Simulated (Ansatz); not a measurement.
`[OH][Zr]([OH])([c]1ccccc1)[c]1ccccc1` + HCl → `[OH][Zr]([OH])([Cl])[c]1ccccc1` + benzene  (ligand exchange at a Zr–C bond)

Isolated molecules relaxed with PBE0-D4/def2-TZVP in Ansatz; ΔE leaves out vibrations. CCSD(T)/CBS adds triple-zeta CCSD(T) − MP2 to the extrapolated MP2 energy (def2 sets, frozen cores). This one scheme is used for every species. Functionals use def2-TZVPP. Elements past krypton have def2 core potentials. For Zr outer-core shells are correlated without core-valence functions, which leaves a few kJ/mol of doubt a bond. One conformer a species, not always the lowest.

```json
{"species": "`[OH][Zr]([OH])([c]1ccccc1)[c]1ccccc1`", "CAM-B3LYP energy (Eh)": "-662.01966"}
{"species": "HCl", "CAM-B3LYP energy (Eh)": "-460.83220"}
{"species": "`[OH][Zr]([OH])([Cl])[c]1ccccc1`", "CAM-B3LYP energy (Eh)": "-890.74178"}
{"species": "`c1ccccc1`", "CAM-B3LYP energy (Eh)": "-232.19647"}
```

(1) Work out ΔE.

Largest T1 diagnostic among the species: 0.015.

Answers

(1) ΔE = (-890.74178) + (-232.19647) − (-662.01966) − (-460.83220) = -0.08639 Eh = -54.2 kcal/mol. CCSD(T)/CBS gives -49.9 kcal/mol.

From PBE to PBE0 (25 % exact exchange), in def2-TZVPP and without D4, ΔE moves by −1.2 kcal/mol. In def2-TZVPP, CCSD(T) changes the Hartree–Fock value by +8.7 kcal/mol (the triples alone add +1.2 kcal/mol) and MP2 by +8.8 kcal/mol.
